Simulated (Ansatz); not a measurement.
Pulling on the Al1–Br4 bond in AlBrH2 (SMILES [AlH2][Br]) (multiplicity 1 held, fragments rigid). Energies count from the point at 2.267 Å.
Geometry at that point (charge 0, multiplicity 1):
```xyz
4

Al    -0.835    -1.299     0.206
H     -0.324    -2.329     1.274
H     -2.126    -1.479    -0.668
Br     0.380     0.591    -0.094
```

Signs of static correlation in def2-SVP, with CASSCF(6,4), from Ansatz (a program for electronic structure) runs.

```
R (Å)  T1 of restricted CCSD  ⟨S²⟩ of UHF  largest double amplitude of restricted CCSD  weight of the CASSCF reference in MRCISD  CASSCF natural occupations
-----  ---------------------  -----------  -------------------------------------------  ----------------------------------------  --------------------------
1.814                  0.008        0.000                                        0.027                                     0.919         2.00 1.99 1.99 0.01
2.040                  0.009        0.000                                        0.029                                     0.917         2.00 2.00 1.99 0.01
2.267                  0.010        0.000                                        0.032                                     0.916         2.00 2.00 1.99 0.01
2.494                  0.011        0.000                                        0.041                                     0.916         2.00 2.00 1.98 0.02
2.721                  0.012        0.000                                        0.064                                     0.916         2.00 2.00 1.97 0.03
3.061                  0.016        0.000                                        0.101                                     0.916         2.00 2.00 1.95 0.05
3.401                  0.023        0.118                                        0.141                                     0.916         2.00 2.00 1.91 0.09
3.967                  0.048        0.817                                        0.238                                     0.917         2.00 2.00 1.74 0.27
4.534                    ___        0.967                                        0.426                                     0.918         2.00 2.00 1.43 0.57
5.214                  0.157        1.002                                          ___                                     0.918         2.00 2.00 1.18 0.82
6.121                  0.205        1.008                                        1.141                                     0.918         2.00 2.00 1.05 0.95
7.255                  0.212        1.008                                        1.258                                     0.919         2.00 2.00 1.01 0.99
```

Task: Some entries are withheld; supply them.

Result: 
- 4.534, T1 of restricted CCSD: 0.093
- 5.214, largest double amplitude of restricted CCSD: 0.779

Doubts at one or more of the structures used: active orbitals that take no part (SC-NEVPT2 on CASSCF(6,4)/def2-SVP); a restricted determinant that unrestricted orbitals would lower (R-CCSD(T)/def2-SVP); other coupled-cluster roots lie near (R-CCSD(T)/def2-SVP); T1 above 0.05 (R-CCSD(T)/def2-SVP, U-CCSD(T)/def2-SVP); a spin-contaminated determinant (U-CCSD(T)/def2-SVP).
